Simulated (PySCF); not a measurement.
Steps of a relaxation of [La(H2O)3]3+

[La(H2O)3]3+ (singlet; a saddle point, relaxed within its symmetry). PySCF 2.14.0, RKS r2SCAN, La lcecp-1-SVP with ECP46, O def2-SVP, H def2-SVP; non-relativistic Hamiltonian with scalar-relativistic core potentials where named; density fitting; no spin-orbit coupling. Origin of the start: template. Columns: position (Å) and force (eV/Å). Energies are counted from the last step; some of the 6 steps are shown. Forces carry noise of the integration grid, about 0.01 to 0.03 eV/Å.

Run from Python with OMP_NUM_THREADS=2. Where DIIS fails, smearing, a level shift and second-order steps follow.
It took 40 s on 2 threads of AMD EPYC 7R43 64-Core Processor (Zen 3), on a shared host, from the converged density of the start.

```xyz
10
step 0  E = 0.238 eV
La    0.0000    0.0000    0.0000     0.00    0.00    0.00
O     2.5600    0.0000    0.0000    -1.86    0.00    0.00
H     3.1500    0.0000    0.7700     0.52    0.00    0.48
H     3.1500    0.0000   -0.7700     0.52    0.00   -0.48
O    -1.2800    2.2170    0.0000     0.93   -1.61    0.00
H    -1.5750    2.7280    0.7700    -0.26    0.45    0.48
H    -1.5750    2.7280   -0.7700    -0.26    0.45   -0.48
O    -1.2800   -2.2170    0.0000     0.93    1.61    0.00
H    -1.5750   -2.7280    0.7700    -0.26   -0.45    0.48
H    -1.5750   -2.7280   -0.7700    -0.26   -0.45   -0.48
```

```xyz
10
step 2  E = 0.030 eV
La    0.0000    0.0000    0.0000     0.00    0.00    0.00
O     2.4657    0.0000    0.0000     0.20    0.00    0.00
H     3.0955    0.0000    0.7689    -0.25    0.00   -0.15
H     3.0955    0.0000   -0.7689    -0.25    0.00    0.15
O    -1.2329    2.1353    0.0000    -0.10    0.17    0.00
H    -1.5478    2.6808    0.7689     0.12   -0.22   -0.15
H    -1.5478    2.6808   -0.7689     0.12   -0.22    0.15
O    -1.2328   -2.1353    0.0000    -0.10   -0.17    0.00
H    -1.5477   -2.6808    0.7689     0.12    0.22   -0.15
H    -1.5477   -2.6808   -0.7689     0.12    0.22    0.15
```

```xyz
10
step 3  E = 0.006 eV
La    0.0000    0.0000    0.0000     0.00    0.00    0.00
O     2.4366    0.0000    0.0000     0.27    0.00    0.00
H     3.0648    0.0000    0.7675    -0.17    0.00   -0.07
H     3.0648    0.0000   -0.7675    -0.17    0.00    0.07
O    -1.2183    2.1102    0.0000    -0.13    0.23    0.00
H    -1.5324    2.6542    0.7675     0.08   -0.14   -0.07
H    -1.5324    2.6542   -0.7675     0.08   -0.14    0.07
O    -1.2183   -2.1102    0.0000    -0.13   -0.23    0.00
H    -1.5324   -2.6542    0.7675     0.08    0.14   -0.07
H    -1.5324   -2.6542   -0.7675     0.08    0.14    0.07
```

Problem. Where does the relaxation end?

Solution. It converges at step 5 in D3h:
```xyz
10
step 5  E = 0
La    0.0000    0.0000    0.0000
O     2.4308    0.0000    0.0000
H     3.0497    0.0000    0.7699
H     3.0497    0.0000   -0.7699
O    -1.2154    2.1051    0.0000
H    -1.5249    2.6411    0.7699
H    -1.5249    2.6411   -0.7699
O    -1.2154   -2.1051    0.0000
H    -1.5248   -2.6411    0.7699
H    -1.5248   -2.6411   -0.7699
```

Problem. How did the contacts change?

Solution. 
| contact | start (Å) | end (Å) |
| --- | --- | --- |
| La1–O2 (H2O) | 2.560 | 2.431 |
| La1–O5 (H2O) | 2.560 | 2.431 |
| La1–O8 (H2O) | 2.560 | 2.431 |
